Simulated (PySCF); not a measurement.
## Correlation energy of As (arsenic, neutral)

[Ar] 3d10 4s2 4p3, high-spin 4S determinant. Computed with PySCF 2.14 in cc-pVDZ-DK (5s4p2d, 27 functions), with the spin-free X2C one-electron Hamiltonian (Gaussian nucleus). Frozen: [Ar] 3d10; 5 electrons correlated.

MP2 pair energies summed by pair of shells (mhartree):

| pair | energy | share (%) |
| --- | --- | --- |
| 4s-4p | -34.76 | 64.2 |
| 4p-4p | -12.17 | 22.5 |
| 4s-4s | -7.21 | 13.3 |

Total MP2 correlation energy: -54.15 mhartree.

Same-spin part -14.71 and opposite-spin part -39.44 mhartree; SCS-MP2 scales them by 1/3 and 6/5 to -52.23 mhartree.

| level | correlation energy (mhartree) |
| --- | --- |
| CCSD | -68.63 |
| (T) | -0.69 |
| CCSD(T) | -69.32 |

Diagnostics: T1 = 0.0025, D1 = 0.0071, largest double amplitude 0.056.

Cost of the coupled-cluster step: 0.13 s of wall time on 1 thread of Neoverse-N1 (shared host), for 5 correlated electrons.

Iterations:

```
CC2 = 0
CCSD nocc = (np.int64(4), np.int64(1)), nmo = (13, 13)
frozen orbitals [[0, 1, 2, 3, 4, 5, 6, 7, 8, 9, 10, 11, 12, 13], [0, 1, 2, 3, 4, 5, 6, 7, 8, 9, 10, 11, 12, 13]]
max_cycle = 100
direct = 0
conv_tol = 1e-08
conv_tol_normt = 1e-06
diis_space = 8
diis_start_cycle = 0
Init t2, MP2 energy = -0.0541460007367946
Init E_corr(UCCSD) = -0.054146000736832
cycle = 1  E_corr(UCCSD) = -0.0654581750863004  dE = -0.0113121743  norm(t1,t2) = 0.038461
cycle = 2  E_corr(UCCSD) = -0.0678376335427893  dE = -0.00237945846  norm(t1,t2) = 0.010128
cycle = 3  E_corr(UCCSD) = -0.068648628501087  dE = -0.000810994958  norm(t1,t2) = 0.00320031
cycle = 4  E_corr(UCCSD) = -0.0686341355712327  dE = 1.44929299e-05  norm(t1,t2) = 0.000296709
cycle = 5  E_corr(UCCSD) = -0.0686347644353739  dE = -6.28864141e-07  norm(t1,t2) = 3.23767e-05
cycle = 6  E_corr(UCCSD) = -0.0686344723936262  dE = 2.92041748e-07  norm(t1,t2) = 6.47688e-06
cycle = 7  E_corr(UCCSD) = -0.0686346619291998  dE = -1.89535574e-07  norm(t1,t2) = 1.29023e-06
cycle = 8  E_corr(UCCSD) = -0.068634589537416  dE = 7.23917837e-08  norm(t1,t2) = 2.01646e-07
cycle = 9  E_corr(UCCSD) = -0.0686345965273111  dE = -6.98989505e-09  norm(t1,t2) = 3.80877e-08
UCCSD converged
E(UCCSD) = -2258.985535639119  E_corr = -0.06863459652731108
UCCSD(T) correction = -0.000693800420928392
```
